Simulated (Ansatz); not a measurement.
The cluster Be3S2⁻. Charge -1, multiplicity 2. Geometry r2SCAN-D4/def2-TZVP, that of the neutral singlet; atoms count from 1.

```xyz
5

Be    0.959    1.013   -0.485
Be    0.024   -0.877    0.184
Be   -1.017    1.070    0.047
S    -1.831   -0.550    0.624
S     1.864   -0.657   -0.370
```

The highest occupied level of the charge -1 doublet lies above zero (up to 0.33 eV). By energy differences its removal costs 1.15 eV (vertical, to the charge 0 singlet, at PBE0-D4/def2-TZVPD); a positive level beside a positive removal energy at the same level points to self-interaction error. The structure comes from a short search, and lower isomers may exist.

(1) Estimate the Mulliken populations from the PBE0/def2-TZVPD orbitals of Ansatz.

(2) Where does the spin sit?

(3) And the Mayer bond orders between bonded heavy atoms (over 0.3)?

## Answers

(1) 
```json
{"atom": "Be1", "charge (e)": "-0.26", "spin (α − β)": "0.31"}
{"atom": "Be2", "charge (e)": "-0.29", "spin (α − β)": "0.47"}
{"atom": "Be3", "charge (e)": "-0.26", "spin (α − β)": "0.31"}
{"atom": "S4", "charge (e)": "-0.10", "spin (α − β)": "-0.04"}
{"atom": "S5", "charge (e)": "-0.10", "spin (α − β)": "-0.04"}
```
Mulliken values and Mayer orders depend strongly on the basis. With diffuse functions, as here, like atoms can get unlike values, and bond orders can come out too low or too high.

(2) Summed by element: Be 1.08, S -0.08, of 1 unpaired in all. Largest on single atoms: Be2 0.47, Be1 0.31, Be3 0.31.

(3) Be1–Be2 0.49 (2.21 Å); Be1–Be3 0.97 (2.05 Å); Be1–S5 1.32 (1.90 Å); Be2–Be3 0.49 (2.21 Å); Be2–S4 1.08 (1.93 Å); Be2–S5 1.08 (1.93 Å); Be3–S4 1.32 (1.90 Å).
